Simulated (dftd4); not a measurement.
C6H12O, triplet, geometry from GFN2-xTB (a higher spin typed on purpose: for a closed-shell molecule this is an excited state); D4 for blyp run with dftd4 4.2.0.

Input for dftd4:
```
$ dftd4 mol.xyz --func blyp --charge 0 --json dftd4.json --noedisp --grad

# file mol.xyz
19

C     -2.02710707    -1.59725888     0.34700618
C     -1.02880172    -0.45301862     0.56166129
C     -1.64092248     0.88290346     0.19633512
C      0.22064222    -0.69947597    -0.28703456
C      1.24750457     0.39780181    -0.01819008
C      2.62679557     0.06941484    -0.56263552
O      0.86172848     1.64434124    -0.09320444
H     -1.58715923    -2.54675061     0.64155769
H     -2.91896676    -1.42676290     0.94471751
H     -2.31757531    -1.65885591    -0.69948011
H     -0.73359141    -0.43684547     1.61579681
H     -2.13147259     0.85266467    -0.77403501
H     -2.32410619     1.25905767     0.95208232
H     -0.78146328     1.59319678     0.11443064
H     -0.05850937    -0.70929999    -1.35207859
H      0.67275280    -1.66213613    -0.04469136
H      3.30615374     0.87232885    -0.28969154
H      2.62016321    -0.02585255    -1.65484270
H      2.97127975    -0.86767403    -0.13098446
```

Problem. What does dftd4 print? Leave out banner, timings and long lists.

Solution. 
```
                    ____  _____ _____     ____  _  _
      -------------|  _ \|  ___|_   _|---|  _ \| || |------------
     |             | | | | |_    | | ___ | | | | || |_           |
     |             | |_| |  _|   | ||___|| |_| |__   _|          |
     |             |____/|_|     |_|     |____/   |_|            |
     |             ===================================           |
     |            E. Caldeweyher, S. Ehlert & S. Grimme          |
     |          Mulliken Center for Theoretical Chemistry        |
     |                    University of Bonn                     |
      -----------------------------------------------------------

Rational (Becke-Johnson) damping: blyp-D4-ATM
---------------------
  s6         1.0000
  s8         2.3408
  s9         1.0000
  a1         0.4449
  a2         4.0933
 alp        16.0000
--------------------

Dispersion energy:      -3.2898857403114E-02 Eh

Gradient norm:           2.4489289575279E-03 Eh/a0
--------------------------------------------------
     #    Z           dE/dx      dE/dy      dE/dz
--------------------------------------------------
     1    6 C    -6.508E-04 -7.330E-04  1.214E-04
     2    6 C    -4.545E-04 -2.366E-04  2.825E-04
     3    6 C    -7.078E-04  6.655E-04  7.329E-05
     4    6 C     1.881E-04 -4.195E-04 -1.807E-04
     5    6 C     7.614E-04  2.050E-04 -5.648E-05
     6    6 C     8.945E-04 -6.048E-05 -1.951E-04
     7    8 O     3.316E-04  9.987E-04 -2.582E-06
     8    1 H    -1.573E-04 -2.358E-04  6.498E-05
     9    1 H    -1.823E-04 -1.831E-04  6.719E-05
    10    1 H    -2.152E-04 -2.160E-04 -4.055E-05
    11    1 H    -9.658E-05 -5.983E-05  2.133E-04
    12    1 H    -2.734E-04  2.157E-04 -9.922E-05
    13    1 H    -2.184E-04  2.387E-04  9.608E-05
    14    1 H    -4.000E-05  1.978E-04  1.991E-05
    15    1 H     2.177E-05 -1.130E-04 -2.312E-04
    16    1 H     1.211E-04 -2.476E-04  2.764E-06
    17    1 H     1.690E-04  2.106E-05 -1.470E-05
    18    1 H     2.434E-04  7.892E-06 -1.147E-04
    19    1 H     2.655E-04 -4.554E-05 -6.162E-06
--------------------------------------------------

Virial:
--------------------------------------------------
      component           x          y          z
--------------------------------------------------
          x       2.100E-02  2.989E-03 -3.823E-03
          y       2.989E-03  1.223E-02 -4.446E-04
          z      -3.823E-03 -4.446E-04  2.899E-03
--------------------------------------------------

[Info] Dispersion results written to 'dftd4.txt'
[Info] JSON dump of results written to 'dftd4.json'
```
